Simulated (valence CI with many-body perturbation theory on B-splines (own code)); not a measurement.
## Which ion has this spectrum?

A relativistic CI+MBPT calculation for an atom or ion with 42 electrons gives these levels (cm⁻¹):

| J | Parity | E | g |
| --- | --- | --- | --- |
| 4 | even | 0.0 | 1.29 |
| 2 | even | 20188 | 1.31 |
| 0 | even | 63759 |  |
| 3 | even | 95566 | 1.39 |
| 4 | even | 105225 | 1.16 |
| 1 | even | 108855 | 1.34 |
| 5 | even | 128166 | 1.13 |
| 6 | even | 130067 | 1.11 |
| 2 | even | 144246 | 0.95 |
| 3 | even | 148188 | 1.05 |
| 0 | even | 174636 |  |
| 2 | even | 180485 | 1.14 |
| 1 | even | 181534 | 1.11 |
| 4 | even | 184283 | 1.04 |

The energies are calculated, and their last digits are not significant.

(1) Which is it?
A. Hf30+
B. Tm27+
C. W32+
D. Lu29+

## Answers

(1) A. Hf30+, ground level (4d3/2^4 4d5/2^2) J=4.
